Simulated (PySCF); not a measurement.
Si(CCH)2(F)(H) (C4H3FSi), SMILES C#C[SiH](F)C#C. Atoms are numbered in the order given.

```xyz
9

Si     0.4127     0.4703     0.0000
F     -0.5247     1.7955     0.0000
C      0.0323    -0.5118    -1.4953
C     -0.2032    -1.1678    -2.4890
C      0.0323    -0.5118     1.4953
C     -0.2032    -1.1678     2.4890
H      1.8234     0.9119     0.0000
H     -0.4144    -1.7504    -3.3707
H     -0.4144    -1.7504     3.3707
```
Charge 0, spin multiplicity 1.

The structure is a stationary point at ωB97X-D3(BJ)/def2-SVP. This is a generated structure with no PubChem entry under its InChIKey; it may be hypothetical.

Calculation: PBE/pcSseg-1 (PySCF).

GIAO shieldings, no solvent; atoms alike by connectivity are averaged. δ = σ(ref) − σ: ²⁹Si against TMS (σ = 335.4 ppm); ¹⁹F against CFCl3 (σ = 133.6 ppm); ¹³C against TMS (σ = 182.0 ppm); ¹H against TMS (σ = 31.49 ppm), references at their B3LYP-D3(BJ)/def2-TZVP geometries, non-relativistic.

Estimate the chemical shifts. (Estimate from the structure and the level; the computed values follow.)


| nucleus | atoms | count | δ (ppm) |
|---|---|---|---|
| ²⁹Si | Si1 | 1 | -52.2 |
| ¹⁹F | F2 | 1 | -208.3 |
| ¹³C | C4, C6 | 2 | 101.5 |
| ¹³C | C3, C5 | 2 | 85.5 |
| ¹H | H7 | 1 | 5.36 |
| ¹H | H8, H9 | 2 | 2.67 |
